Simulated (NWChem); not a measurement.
Species: CH₃FMoOS; SMILES [Mo]([F])([CH3])(=[O])=[S]

Computed with NWChem. Coordinates come from a PBE-D3(BJ)/def2-SVP optimisation. Not confirmed as a minimum by frequencies. def2 effective core potentials on Mo; no spin-orbit coupling. Level MN15/def2-SVP: energy and gradient on several grids; changes count from the extra-fine grid, which is no exact limit either.

Which is the coarsest grid (medium; fine; xcoarse; xfine; coarse) from which on the energy stays within 100 μHa and each gradient component within 200 μHa/bohr of xfine?

medium.
```json
[
 {"grid": "xcoarse", "size of the energy change (μHa)": "30000", "largest change of a gradient component (μHa/bohr)": "6000", "time, medium = 1 (rough)": "about 1"},
 {"grid": "coarse", "size of the energy change (μHa)": "300", "largest change of a gradient component (μHa/bohr)": "400", "time, medium = 1 (rough)": "about 1"},
 {"grid": "medium", "size of the energy change (μHa)": "< 10", "largest change of a gradient component (μHa/bohr)": "50", "time, medium = 1 (rough)": "about 1"},
 {"grid": "fine", "size of the energy change (μHa)": "< 10", "largest change of a gradient component (μHa/bohr)": "< 30", "time, medium = 1 (rough)": "about 1"},
 {"grid": "xfine", "size of the energy change (μHa)": "< 10", "largest change of a gradient component (μHa/bohr)": "< 30", "time, medium = 1 (rough)": "2"}
]
```
